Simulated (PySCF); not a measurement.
Successive ionisation energies of palladium

Calculated with PySCF 2.14, two-component X2C-1e (Gaussian nucleus, no Breit or QED terms), each ion in its own even-tempered basis; GMP2 freezes the deep shells of the larger ions and drops the highest virtual spinors; eV.

```csv
ion,configuration,GHF (spin-free),GHF (screened spin-orbit),GMP2 (screened spin-orbit),NIST,kind
Pd³⁶⁺,[Ne],5333.7,5280.9,5282.4,5284 ± 3,semi-empirical
Pd³⁷⁺,[He] 2s2 2p5,5519.7,5472.2,5473.7,5475 ± 9,semi-empirical
Pd³⁸⁺,[He] 2s2 2p4,5708.3,5683.8,5683.5,5683 ± 11,semi-empirical
Pd³⁹⁺,[He] 2s2 2p3,5962.4,5883.6,5883.0,5880 ± 40,semi-empirical
Pd⁴⁰⁺,[He] 2s2 2p2,6157.3,6255.8,6258.1,6242 ± 7,semi-empirical
Pd⁴¹⁺,[He] 2s2 2p1,6355.1,6479.8,6478.3,6469 ± 5,semi-empirical
Pd⁴²⁺,[He] 2s2,6757.2,6757.2,6763.3,6759 ± 6,semi-empirical
Pd⁴³⁺,[He] 2s1,6947.9,6947.9,6948.1,6943.1,theoretical
Pd⁴⁴⁺,1s2,28817.2,28817.2,28818.7,28776.0,theoretical
Pd⁴⁵⁺,1s1,29648.6,29648.6,29648.6,29622.7,theoretical
```

Q: Where is the largest relative jump?

A: From Pd⁴³⁺ to Pd⁴⁴⁺: 6948.1 to 28818.7 eV, where the electron removed from 1s2 comes from a deeper shell or subshell.
